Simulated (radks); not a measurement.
Question: The mean radii <r> (bohr) of the occupied orbitals of an atom or ion are listed with their occupations. Method: scalar-relativistic Kohn-Sham, BLYP, spin-polarised, spherical densities, finite nucleus; Fermi nuclear charge, rms radius of each element as measured or else 0.836 A^(1/3) + 0.57 fm; computed with a radial shooting solver on a logarithmic mesh with Libxc functionals.

| orbital | occ. | <r> |
|---|---|---|
| 1s | 2 | 0.01866 |
| 2s | 2 | 0.07879 |
| 2p | 6 | 0.07037 |
| 3s | 2 | 0.2008 |
| 3p | 6 | 0.1997 |
| 3d | 10 | 0.1797 |

Name the element and its charge. Open shells, if any, are filled with parallel spins first.

Answer: Z = 73, tantalum, charge +45: Ta45+ in [Ar] 3d10. The 1s radius gives Z: for a bare nucleus <r> = (2 gamma + 1)/(2Z) with gamma = sqrt(1 - (Z/c)^2), 0.01844 bohr for Z = 73, and screening makes it slightly larger (0.01866 here). The occupations add up to 28, and the charge is Z minus that.
